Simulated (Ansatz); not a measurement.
Ansatz (an electronic-structure program) input:
A basis named .json is the Basis Set Exchange file of that set.

Ansatz 0.2 input:
```yaml
crystal:
  periodic: [false, false, false]
  atoms:
    - {symbol: B, position_ang: [0.03623425, 0.00377206, -0.00263558]}
    - {symbol: F, position_ang: [0.58678180, 1.16541197, -0.36137801]}
    - {symbol: F, position_ang: [0.85868406, -1.01493611, 0.25623894]}
    - {symbol: N, position_ang: [-1.34673212, -0.14019749, 0.09795746]}
    - {symbol: H, position_ang: [-1.98259214, 0.61380546, -0.09249224]}
    - {symbol: H, position_ang: [-1.78064696, -1.00556612, 0.36621954]}
basis:
  gaussian:
    orbitals: aug-cc-pVQZ
    fitting: {mean_field: def2-universal-jkfit, correlation: aug-cc-pVQZ-RIFIT.json}
total_charge: 1
magnetization: {spin_polarized: true, initial_magnetization: 1}
correlation: {method: mp2, electrons: outside_noble_gas}
```

### Question
Predict the final energy.

### Answer
-279.94772 Eh (RI-MP2/aug-cc-pVQZ). The basis has 412 functions.

This state (charge 1, doublet) is run at the relaxed geometry of the species with charge 0 and multiplicity 1.
